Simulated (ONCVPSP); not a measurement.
**lanthanum (La): excitation energies, all-electron against ONCV**

```
Element                 : lanthanum
Generator               : ONCVPSP 4.0.1
Type                    : optimised norm-conserving Vanderbilt (ONCV)
Functional              : PBE
Relativity              : fully relativistic
Frozen core             : [Kr] 4d10
Valence charge          : 11
Reference configuration : 5s2 5p6 5d1 6s2
Partial waves           : 5s+6s: rc 2.75 bohr, ncon 3, nbas 7, qcut 5.3 1/bohr, 3 projectors, debl 1 Ha; 5p: rc 2.55 bohr, ncon 4, nbas 8, qcut 6.9 1/bohr, 2 projectors, debl 3.7 Ha; 5d: rc 2.50 bohr, ncon 4, nbas 7, qcut 4 1/bohr, 2 projectors, debl 2.1 Ha; f scattering state at 0.03 Ha: rc 2.10 bohr, ncon 5, nbas 8, qcut 6 1/bohr, 2 projectors, debl 3.9 Ha
Local potential         : polynomial inside 1.40 bohr (lpopt 5, dvloc0 -1 Ha)
Core correction         : polynomial model core, fcfact 0.25
```

Open shells are filled in proportion to 2j + 1.

In the f channel the program set the typed energies aside and used -0.155, 3.745 Ha (j = l + 1/2; the other j can differ).

Energies are relative to the spin-unpolarised reference configuration 5s2 5p6 5d1 6s2; without spin polarisation the order of configurations can differ from experiment.

```
valence configuration  charge  ΔE all-electron (eV)  error AE − PS (meV)
      5s2 5p6 5d1 6s0      +2                16.852                 -5.4
      5s2 5p6 5d0 6s0      +3                35.790                 +2.7
```

**Question.** What are ΔE and the potential's error for 5s2 5p6 5d1 6s1?

**Answer.** ΔE = 5.966 eV all-electron; the error (AE − PS) is -0.8 meV.

**Question.** What are ΔE and the potential's error for 5s2 5p5 5d1 6s2?

**Answer.** ΔE = 27.048 eV all-electron; the error (AE − PS) is -7.4 meV.

Levels in the configuration 5s2 5p5 5d1 6s2:

| level | all-electron (eV) | pseudo (eV) |
| --- | --- | --- |
| 5s j=1/2 | -48.767 | -48.850 |
| 5p j=3/2 | -31.002 | -31.016 |
| 5p j=1/2 | -33.661 | -33.682 |
| 5d j=5/2 | -10.798 | -10.788 |
| 5d j=3/2 | -11.060 | -11.050 |
| 6s j=1/2 | -9.652 | -9.656 |

Note: no bound ghost flagged; GHOST(+) flagged for s at 21.2 eV, p3/2 at 140.6 eV, p1/2 at 147.2 eV.
